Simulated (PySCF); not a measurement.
**Tc(2+) (technetium, charge +2) across methods**

[Kr] 4d5, high-spin 6S determinant. Computed with PySCF 2.14 in aug-cc-pVTZ-PP with one added diffuse shell each of s, p, d, f, g type with ECP28MDF (7s7p6d4f3g, 113 functions), with scalar relativity through the core potential.

```json
{"method": "PBE", "E (hartree)": "-79.6120", "mean ε 4p α (eV)": "-63.031", "mean ε 4p β (eV)": "-59.264", "mean ε 4d α (eV)": "-23.731", "Σ⟨r²⟩ (bohr²)": "27.57", "⟨S²⟩": "8.750"}
{"method": "UHF", "E (hartree)": "-79.12247", "mean ε 4p α (eV)": "-77.469", "mean ε 4p β (eV)": "-67.035", "mean ε 4d α (eV)": "-30.013", "Σ⟨r²⟩ (bohr²)": "27.09", "⟨S²⟩": "8.751"}
{"method": "B3LYP", "E (hartree)": "-79.6297", "mean ε 4p α (eV)": "-66.060", "mean ε 4p β (eV)": "-61.238", "mean ε 4d α (eV)": "-24.999", "Σ⟨r²⟩ (bohr²)": "27.46", "⟨S²⟩": "8.750"}
{"method": "TPSSh", "E (hartree)": "-79.5915", "mean ε 4p α (eV)": "-64.849", "mean ε 4p β (eV)": "-60.278", "mean ε 4d α (eV)": "-24.337", "Σ⟨r²⟩ (bohr²)": "27.41", "⟨S²⟩": "8.750"}
{"method": "LDA", "E (hartree)": "-79.4020", "mean ε 4p α (eV)": "-63.003", "mean ε 4p β (eV)": "-59.325", "mean ε 4d α (eV)": "-23.814", "Σ⟨r²⟩ (bohr²)": "27.77", "⟨S²⟩": "8.750"}
{"method": "LC-wPBE", "E (hartree)": "-79.6437", "mean ε 4p α (eV)": "-68.894", "mean ε 4p β (eV)": "-64.360", "mean ε 4d α (eV)": "-28.243", "Σ⟨r²⟩ (bohr²)": "27.31", "⟨S²⟩": "8.751"}
{"method": "PBE0", "E (hartree)": "-79.6134", "mean ε 4p α (eV)": "-66.837", "mean ε 4p β (eV)": "-61.550", "mean ε 4d α (eV)": "-25.473", "Σ⟨r²⟩ (bohr²)": "27.36", "⟨S²⟩": "8.750"}
{"method": "r2SCAN", "E (hartree)": "-79.6556", "mean ε 4p α (eV)": "-64.783", "mean ε 4p β (eV)": "-59.805", "mean ε 4d α (eV)": "-24.049", "Σ⟨r²⟩ (bohr²)": "27.27", "⟨S²⟩": "8.750"}
```

Energies and moments cover only the electrons outside the core potential.
